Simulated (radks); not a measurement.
Question: Radial electron density D(r) = 4 pi r^2 rho(r) of an atom or ion with 65 electrons. Method: Dirac Kohn-Sham, BLYP, spin-unpolarised, spherical densities, finite nucleus; Fermi nuclear charge, rms radius of each element as measured or else 0.836 A^(1/3) + 0.57 fm; computed with a radial shooting solver on a logarithmic mesh with Libxc functionals.

r (bohr)  D(r) (e/bohr)
0.002568          20.22
0.00299           24.96
0.003481          30.54
0.004052          36.97
0.004717          44.20
0.005491          52.10
0.006393          60.42
0.007442          68.76
0.008734          76.97
0.01017           83.56
0.01184           88.31
0.01378           90.67
0.01604           90.45
0.01867           87.98
0.02174           84.29
0.02531           81.05
0.02946           80.25
0.0343            83.52
0.03993           91.24
0.04649           101.9
0.05412           111.9
0.063             117.2
0.07335           114.9
0.08539           105.7
0.0994            94.84
0.1157            88.96
0.1347            91.80
0.1568            100.1
0.1826            104.6
0.2126            97.12
0.2474            78.16
0.2881            57.59
0.3354            46.59
0.3904            47.77
0.4545            53.49
0.5291            54.01
0.616             46.23
0.7171            34.28
0.8348            23.77
0.9718            17.05
1.14              12.98
1.328             10.06
1.546             7.194
1.799             4.609
2.095             2.742
2.439             1.685
2.839             1.178
3.305            0.8928
3.848            0.6372
4.479            0.3875
5.214            0.1905
6.07            0.07293
7.067           0.02098
8.227          0.004392
9.578         0.0006439

What is the nuclear charge?

Answer: Z = 66. The innermost maximum, from 1s, lies near gamma/Z bohr with gamma = sqrt(1 - (Z/c)^2) = 0.876, here 0.0133 bohr (found: 0.0147), and its height grows with Z. The density is that of the dysprosium ion Dy+ in [Kr] 4d10 4f10 5s2 5p5 6s2; the configuration itself is not fixed sharply by these data, and Z only to a few units. D(r) has 4 maxima, at r = 0.0147, 0.0651, 0.181, 0.496 bohr, and minima at 0.0283, 0.119, 0.355 bohr, inside which lie 2.01, 11.14, 29.53 electrons.
